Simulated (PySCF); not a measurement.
Ar(2+) (argon, charge +2) across methods

[Ne] 3s2 3p4, high-spin 3P determinant. Computed with PySCF 2.14 in x2c-QZVPPall with one added diffuse shell each of s, p, d, f type (10s7p5d3f1g, 86 functions), with the spin-free X2C one-electron Hamiltonian (Gaussian nucleus). The B2PLYP total includes its PT2 part (frozen core); its orbital energies are those of the SCF part.

| method | E (hartree) | mean ε 3s β (eV) | mean ε 3p α (eV) | mean ε 3p β (eV) | Σ⟨r²⟩ (bohr²) | ⟨S²⟩ |
| --- | --- | --- | --- | --- | --- | --- |
| r2SCAN | -527.7457 | -49.014 | -37.171 | -34.576 | 15.54 | 2.006 |
| PBE0 | -527.6226 | -50.929 | -38.489 | -36.009 | 15.55 | 2.004 |
| UHF | -527.12952 | -55.967 | -43.566 | -40.436 | 15.65 | 2.010 |
| wB97X-V | -527.7077 | -53.828 | -40.947 | -38.645 | 15.59 | 2.003 |
| MN15 | -527.9634 | -51.378 | -39.266 | -37.116 | 15.44 | 2.002 |
| B2PLYP | -527.6613 | -52.926 | -40.301 | -37.669 | 15.61 | 2.005 |
| PBE | -527.5850 | -48.762 | -36.469 | -34.152 | 15.57 | 2.003 |
| revPBE | -527.7023 | -48.691 | -36.459 | -34.146 | 15.56 | 2.003 |
| LDA | -526.1411 | -48.967 | -36.452 | -34.102 | 15.61 | 2.002 |
